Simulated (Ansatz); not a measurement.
`C[O][GeH2][I]` → `C[O][GeH]` + HI at 500 K and 1 bar (germylene formation by 1,1-elimination).

Gas-phase electronic energies from Ansatz, PBE0-D4/def2-TZVP geometries. CCSD(T)/CBS is the MP2 limit (def2-TZVPP, def2-QZVPP) plus CCSD(T) − MP2 in def2-TZVPP, frozen cores. Elements past krypton have def2 core potentials. For Ge, I outer-core shells are correlated without core-valence functions, which leaves a few kJ/mol of doubt a bond. Scalar relativity is left out up to krypton. One conformer a species, not always the lowest.

```tsv
species	CCSD(T)/CBS energy (Eh)	H − E (kJ/mol)	S (J/(mol·K))
`C[O][GeH2][I]`	-2489.82326	195.4	427.8
`C[O][GeH]`	-2191.71863	156.4	332.3
HI	-298.03592	28.6	221.6
```

H − E and S are ideal-gas, rigid-rotor, harmonic terms from PBE0-D4/def2-TZVP, for one conformer and one mirror image of each species. 1 Eh = 2625.50 kJ/mol, R = 8.31446 J/(mol·K).

Question: By hand: ΔE, ΔH, ΔS and ΔG.

Answer: ΔE = (-2191.71863) + (-298.03592) − (-2489.82326) = 0.06871 Eh = 180.4 kJ/mol. Δ(H − E) = 156.4 + 28.6 − 195.4 = -10.4, so ΔH = 170.0 kJ/mol. ΔS = 332.3 + 221.6 − 427.8 = 126.1 J/(mol·K). ΔG = 170.0 − 500 × (126.1)/1000 = 107.0 kJ/mol.

Question: By hand: the equilibrium constant, and the temperature at which ΔG would vanish if ΔH and ΔS stayed fixed.

Answer: log₁₀ K = −ΔG/(RT ln 10) = -11.2. ΔG = 0 at ΔH/ΔS = 1348 K.

The number of gas molecules changes by +1, which sets the sign of ΔS. A doubt of 5 kJ/mol in ΔE shifts log₁₀ K by 0.5 here. Other conformers and mirror images would add mixing entropy, several J/(mol·K) or more a flexible species. Modes under 60 cm⁻¹, often nearly free rotors, make the harmonic entropy too high. These are equilibria of isolated gas molecules and say nothing of rates. Largest T1 diagnostic: 0.016 (customary marks: 0.02 for closed shells, 0.045 for open ones).
